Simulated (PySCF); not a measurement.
Question: Write Cartesian coordinates for InChI=1S/C9H18O/c1-3-9(10-2)8-6-4-5-7-8/h8-9H,3-7H2,1-2H3/t9-/m0/s1 as optimised with PBE0-D3(BJ)/def2-SVP.

Answer: 
```
atom  x, y, z in Å
C1    -2.1287   -1.4171   -0.0382
C2    -1.7568   -0.2513    0.8642
C3    -0.6722    0.6610    0.2861
O4    -1.0630    1.2227   -0.9488
C5    -2.0092    2.2400   -0.8691
C6     0.6593   -0.0302    0.0442
C7     1.2786   -0.6886    1.2791
C8     2.7750   -0.8473    0.9471
C9     3.0423    0.0758   -0.2639
C10    1.7694    0.9068   -0.4289
H11   -1.3078   -2.1453   -0.1268
H12   -2.3633   -1.0588   -1.0517
H13   -3.0071   -1.9564    0.3463
H14   -2.6528    0.3579    1.0696
H15   -1.4195   -0.6113    1.8497
H16   -0.4952    1.4832    1.0144
H17   -2.1481    2.6470   -1.8808
H18   -2.9941    1.8899   -0.5049
H19   -1.6755    3.0619   -0.2045
H20    0.5060   -0.7973   -0.7363
H21    1.1483   -0.0161    2.1452
H22    0.7992   -1.6426    1.5458
H23    3.4029   -0.5838    1.8114
H24    3.0160   -1.8928    0.7017
H25    3.9399    0.6987   -0.1340
H26    3.2099   -0.5278   -1.1700
H27    1.7969    1.7908    0.2339
H28    1.6069    1.2738   -1.4514
```

Any rigid rotation of these coordinates is as good. Atoms count from 1 in this order. The 8 C–C bonds span 1.520 Å (C3–C6, drawn single) to 1.546 Å (C8–C9, drawn single), a spread of 0.026 Å. Of the pairs four or more bonds apart, H14···H18 is among the closest relative to their van der Waals radii: 2.22 Å, 93 % of the sum of Bondi's values. The C–O distances run from 1.392 Å (O4–C5, drawn single) to 1.412 Å (C3–O4, drawn single), a spread of 0.020 Å. The 5-membered ring C6–C7–C8–C9–C10 has internal angles of 102.7° to 106.0°; it is puckered, 0.18 Å rms from its mean plane, widest ring torsion 41°.

Bonds between heavy atoms (Å): C1–C2 1.520, C2–C3 1.531, C3–O4 1.412, O4–C5 1.392, C3–C6 1.520, C6–C7 1.530, C7–C8 1.541, C8–C9 1.546, C9–C10 1.529, C6–C10 1.528.

Computed, not measured: PBE0-D3(BJ)/def2-SVP geometry optimisation, gas phase (PySCF 2.14.0).

Point group: C1 (no symmetry element, even within 0.4 Å). Stationary, but not proved a minimum. The numbers are those of one conformer (C1–C2–C3–O4 59°, C2–C3–O4–C5 74°, C2–C3–C6–C7 -57°, C3–C6–C7–C8 -160°, C6–C7–C8–C9 16°, C7–C8–C9–C10 10°, C8–C9–C10–C6 -32°).
